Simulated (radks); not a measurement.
Q: These are the eigenvalues of the occupied orbitals of an atom or ion with whole-number occupations (eV). Calculated with a radial shooting solver on a logarithmic mesh with Libxc functionals: scalar-relativistic Kohn-Sham, SCAN, spin-polarised, spherical densities, finite nucleus; meta-GGA in the generalised Kohn-Sham scheme; Fermi nuclear charge, rms radius of each element as measured or else 0.836 A^(1/3) + 0.57 fm.

orbital  eigenvalue
1s down   -19898.40
1s up     -19898.39
2s up     -2852.130
2s down   -2851.644
2p up     -2550.039
2p down   -2549.670
3s up     -518.1349
3s down   -517.9382
3p up     -418.1566
3p down   -417.9044
3d up     -256.4593
3d down   -255.9964
4s up      -99.4012
4s down    -96.6856
4p up      -72.4348
4p down    -69.3947
4d up      -33.9925

Which element is it, and in what charge state? The configuration may be excited. Open shells, if any, are filled with parallel spins first.

A: Z = 42, molybdenum, charge +3: Mo3+ in [Kr] 4d3. The list shows which subshells hold electrons but not how many an open one holds; the 1s level, -731.25 hartree, gives Z - s = 38.2 by -(Z - s)^2/2, which with screening and relativity narrows Z to a few neighbours, and the depths of the outer levels then fix element, charge and occupations together.
